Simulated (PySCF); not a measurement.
Isomers of C3H10GeO, mass 135.994 u with the commonest isotopes. Computed with PBE0-D3(BJ)/def2-SVP geometry optimisation, gas phase (PySCF 2.14.0). One conformer each, none proved a minimum here; rigid rotors.

Task: Order these by dipole moment, smallest first.
A. `[CH3:1][CH:2]([CH3:3])[O:4][GeH3:5]` with C1–C2–O4–Ge5 116°
B. GeH2Me(OEt) (`CC[O][GeH2][CH3]`)
C. GeHMe2(OMe) (`[O]([GeH]([CH3])[CH3])C`)

Result: B (0.85 D), A (1.10 D), C (1.38 D).

Task: Order these by out-of-plane moment Σ m c² = (Ia + Ib − Ic)/2, largest first.
A. `[CH3:1][CH:2]([CH3:3])[O:4][GeH3:5]` with C1–C2–O4–Ge5 116°
B. `CC[O][GeH2][CH3]` (GeH2Me(OEt))
C. GeHMe2(OMe) (`[H][Ge]([CH3])([CH3])[O]C`)

Result: C (20.79 u·Å²), A (14.95 u·Å²), B (8.02 u·Å²).

Task: Order these by rotational constant B, largest first.
A. `[CH3:1][CH:2]([CH3:3])[O:4][GeH3:5]` with C1–C2–O4–Ge5 116°
B. `CC[O][GeH2][CH3]` (GeH2Me(OEt))
C. `[H][Ge]([CH3])([CH3])[O]C` (GeHMe2(OMe))

Result: C (2539 MHz), A (1478 MHz), B (1445 MHz).

```json
{"SMILES": "[H][Ge]([CH3])([CH3])[O]C", "point group": "C1", "Ia (u·Å²)": "108.18", "Ib (u·Å²)": "199.02", "Ic (u·Å²)": "265.63", "κ": "-0.54", "μa (D)": "0.71", "μb (D)": "1.17", "μc (D)": "0.20"}
{"SMILES": "[H][Ge]([H])([CH3])[O]CC", "point group": "near Cs", "Ia (u·Å²)": "54.36", "Ib (u·Å²)": "349.66", "Ic (u·Å²)": "387.99", "κ": "-0.96", "μa (D)": "0.71", "μb (D)": "0.47", "μc (D)": "0.02"}
{"SMILES": "CC(C)[O][GeH3]", "point group": "–", "Ia (u·Å²)": "72.71", "Ib (u·Å²)": "341.93", "Ic (u·Å²)": "384.75", "κ": "-0.94", "μa (D)": "0.16", "μb (D)": "0.04", "μc (D)": "1.09"}
```
